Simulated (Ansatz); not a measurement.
Cost and result up the ladder for Sn(CF3)H3 (CH3F3Sn) (8 atoms). Total charge 0; singlet. Geometry: PBE-D4/def2-SVP.

```xyz
8

C     0.1103   -0.8202   -0.7512
F    -1.0220   -1.5617   -0.8493
F     1.1194   -1.6655   -0.4218
F     0.3808   -0.3305   -1.9875
Sn   -0.1089    0.8096    0.7415
H     1.3772    1.6788    0.7805
H    -0.4473    0.0764    2.2625
H    -1.4096    1.8131    0.2253
```

Ansatz on 2 threads of Intel Xeon Platinum 8488C on a shared host. Times are rough, and most runs start from the orbitals of an earlier one. ωB97X-V/def2-TZVP serves as the yardstick here, not as an exact answer. Differences are given only for rows in sets of like size (and for xTB, whose basis is part of the method), since another set adds its own error. Binding counts from free atoms at the same level (C triplet, F doublet, Sn triplet, H doublet; other spins of the atoms weren't run), without zero-point energy or a counterpoise term.

In the def2 sets Sn takes a core potential, while STO-3G treats all electrons; there is no spin–orbit coupling. Correlated methods freeze 8 core orbitals; core or outer-core shells of Sn are correlated, in sets that lack core-valence functions. The rows differ in basis, and correlated rows in double-zeta sets carry the largest basis error. Another isomer (singlet) lies 3.59 eV lower at PBE0-D4/def2-TZVP; other spin states weren't run for this one.

Correlated methods converge slowly with the basis, most of all in double-zeta sets.

| level | functions | wall time | binding energy per atom (eV) | difference from ωB97X-V/def2-TZVP (eV) |
| --- | --- | --- | --- | --- |
| HF/STO-3G | 50 | 0.4 s | 2.75 | – |
| PBE-D4/def2-SVP | 97 | 0.85 s | 3.40 | – |
| PBE0-D4/def2-SVP | 97 | 1.3 s | 3.25 | – |
| revPBE-D4/def2-TZVP | 192 | 1.8 s | 3.21 | -0.05 |
| PBE-D4/def2-TZVP (with forces) | 192 | 2.1 s | 3.33 | 0.08 |
| PBE0-D4/def2-TZVP | 192 | 2.7 s | 3.21 | -0.05 |
| r2SCAN-D4/def2-TZVP | 192 | 2.9 s | 3.24 | -0.02 |
| CAM-B3LYP-D4/def2-TZVP | 192 | 3 s | 3.25 | -0.01 |
| MP2/def2-TZVP | 192 | 3.2 s | 3.17 | -0.09 |
| ωB97X-V/def2-TZVP | 192 | 6.5 s | 3.26 | 0.00 |
| CCSD(T)/def2-SVP | 97 | 8 s | 3.02 | – |
